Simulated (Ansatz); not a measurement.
Mulliken charges of CH₃ClF₂OSi (`OC(F)(F)[SiH2]Cl`) from ωB97M-V/def2-TZVPP in Ansatz (PBE0-D4/def2-TZVP geometry).

```
atom   x (Å)   y (Å)   z (Å)  charge (e)
  O1   1.578  -0.333   0.343      -0.266
  C2   0.264  -0.625   0.274       0.331
  F3  -0.224  -0.923   1.514      -0.191
  F4   0.068  -1.772  -0.456      -0.197
 Si5  -0.740   0.793  -0.556       0.333
 Cl6  -0.564   2.478   0.579      -0.191
  H7   2.041  -1.059   0.784       0.189
  H8  -2.153   0.364  -0.598      -0.003
  H9  -0.182   1.031  -1.902      -0.005
```

**Question.** By hand: the dipole of these point charges (1 e Å = 4.8032 D).

**Answer.** Σ q r = (-0.049, -0.009, -0.336) e Å, of length 0.340 e Å = 1.63 D.

**Question.** How does the dipole of the full density compare? (Best estimate.)

**Answer.** Computed: (0.112, -0.067, -0.113) e Å, 0.83 D; the point charges give 1.96 times that, at 56° from its direction.

Point charges leave out the atoms' own dipoles, such as those of lone pairs, and Mulliken's split depends on the basis, so the two needn't agree.
